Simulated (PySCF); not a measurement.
## Excitation energy of Cr⁺ by level of theory

Cr⁺ [Ar] 3d5 (6S) → Cr⁺ [Ar] 3d4 4s1 (6D), as a difference of total energies. Computed with PySCF 2.14 in aug-cc-pVDZ, with the non-relativistic Hamiltonian (point nucleus). Correlated levels: valence: [Ar] frozen. The calculations carry no spin-orbit coupling.

```
           method  excitation energy (eV)  difference from reference (eV)
              UHF                   1.047                          -0.475
              LDA                   1.978                          +0.456
              PBE                   1.869                          +0.347
             PBE0                   1.813                          +0.291
           r2SCAN                   1.743                          +0.221
            wB97X                   1.963                          +0.441
           M06-2X                   1.648                          +0.126
        CAM-B3LYP                   1.753                          +0.231
          wB97M-V                   1.882                          +0.360
    MP2 (valence)                   1.668                          +0.146
SCS-MP2 (valence)                   1.254                          -0.268
```

Reference: 1.522 eV (measured; NIST levels, between the centres of gravity of the two terms).

These non-relativistic numbers lack the scalar-relativistic shift.

Errors of the correlated levels include the incompleteness of this basis and the frozen core.
